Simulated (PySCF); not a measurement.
A search over the determinants of GaGe⁺

Unrestricted PBE0; basis Ga pcseg-1, Ge pcseg-1; no relativity; PySCF 2.14. Outer shells of the fragments: Ga+ 3d10 4s2; Ge 3d10 4s2 4p2.

Followed along the bond (rough minima from three points):

| 2Ms+1 | unpaired | ⟨S²⟩ at the start | R at minimum (Å) | Te (eV) |
| --- | --- | --- | --- | --- |
| 3 | σ ↑, π ↑ | 2.01 | 2.90 | 0.00 |
| 1 | σ ↓, π ↑ | 1.01 | 2.86 | 0.23 |
| 3 | π ↑↑ | 2.01 | 2.53 | 0.40 |
| 1 | π ↑↓ | 1.01 | 2.53 | 0.66 |
| 1 | none | 0.00 | 2.53 | 1.36 |

Solutions found at the starting distance of 2.465 Å, counted from the lowest of them; the search is not exhaustive and high or unbound solutions are not listed, so other states can lie among these:

```
2Ms+1    unpaired   term  E (eV)  ⟨S²⟩  ⟨Lz²⟩  μ (D)
    3    σ ↑, π ↑     ³Π    0.00  2.01   1.00  -0.72
    3        π ↑↑    ³Σ⁻    0.12  2.01   0.00  -2.07
    1    σ ↓, π ↑  mixed    0.18  1.01   1.00  -0.75
    1        π ↑↓  mixed    0.37  1.01   2.01  -1.96
    1        none  mixed    1.08  0.00   2.00  -1.64
    1        none    ¹Σ⁺    1.22  0.00   0.00   1.42
    3        π ↑↑  mixed    2.94  2.01   2.01   0.74
    3  σ ↑↑, π ↑↓  mixed    3.71  3.01   2.01  -1.92
    1  σ ↓↓, π ↑↑  mixed    4.03  2.01   0.00  -2.28
    1    σ ↓, π ↑  mixed    5.32  1.27   1.01  -2.29
```

A term symbol is given only where ⟨S²⟩ and ⟨Lz²⟩ are close to those of a pure state; real π, δ and φ orbitals otherwise mix terms. A positive dipole points towards Ge; it is taken about the centre of mass and depends on that origin.

Problem. Compare the gap between the two lowest followed solutions at the starting distance with the gap between their minima.

Solution. At PBE0 the second solution (Ms = 0 of mixed spin, unpaired electrons σ ↓, π ↑) lies +0.18 eV from the first (triplet, unpaired electrons σ ↑, π ↑) at 2.465 Å and +0.23 eV at the minima; the two curves relax by different amounts, since their minima lie near 2.86 and 2.90 Å.

Spin–orbit coupling is left out.
